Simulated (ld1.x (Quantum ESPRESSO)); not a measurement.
## PBE TM dataset for niobium, scalar-relativistic all-electron reference.

| Item | Value |
| --- | --- |
| Element | niobium |
| Generator | ld1.x (Quantum ESPRESSO) 7.5 |
| Type | norm-conserving Troullier–Martins (Kleinman–Bylander form) |
| Functional | PBE |
| Relativity | scalar-relativistic |
| Frozen core | [Ar] 3d10 |
| Valence charge | 13 |
| Reference configuration | 4s2 4p6 4d2 5s0 5p0 (charge +3) |
| Partial waves | 4s (bound): rc 1.45 bohr; 4p (bound): rc 1.65 bohr; 4d (bound): rc 1.90 bohr |
| Local potential | all-electron potential smoothed inside 1.30 bohr (lloc = -2) |
| Core correction | none |

Poles of the logarithmic derivatives, all-electron (AE) and pseudo (PS). s: poles at -6.2 (AE) and -6.2, 3.8 (PS) Ry. p: poles at -4.1 (AE) and -4.1 (PS) Ry. d: poles at -0.8 (AE) and -0.8 (PS) Ry. Test radius 2.05 bohr.

- Cutoffs needed: 70 Ry and 120 Ry (the cutoffs (Ry, on a coarse ladder) from which the occupation-weighted sum of valence levels, in a spherical-Bessel basis at the reference potential, stays within 10 and 1 mRy of its value at 400 Ry)
- Ghost test: no extra level below or beside the all-electron valence levels (s, p, d, f tested) (spherical-Bessel basis up to 400 Ry, 20 bohr box)
- Largest excitation error: +244 meV (all-electron minus pseudo) for 4s2 4p6 4d3 5s2 5p0, out of 7 test configurations
